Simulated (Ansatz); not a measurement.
Basis-set extrapolation for FH5OSi2, SMILES `O[SiH2][SiH2]F` (PBE0-D4/def2-TZVP geometry, frozen core, Ansatz). Multiplicity 1, RHF reference.

```csv
,def2-TZVPP,def2-QZVPP
HF,-755.284060,-755.311364
MP2 correlation,-0.736293,-0.800092
CCSD(T) correlation,-0.798292,not run
```

Energies in hartree. Use E(X) = E(∞) + A·exp(−7.88·√X) for Hartree–Fock and E(X) = E(∞) + B·X^(−2.97) for correlation, with X = 3 and 4, and add CCSD(T) minus MP2 of the smaller set to the MP2 limit.

Q: What is the CCSD(T) energy at the basis-set limit?

A: HF limit: -755.311364 + (-0.027304) × 0.13774 = -755.31512. MP2 limit: -0.800092 + (-0.063799) × 0.74074 = -0.84735. Higher-order term: -0.798292 − (-0.736293) = -0.06200. Total: -756.22447 hartree, 3.87 eV below CCSD(T)/def2-TZVPP.
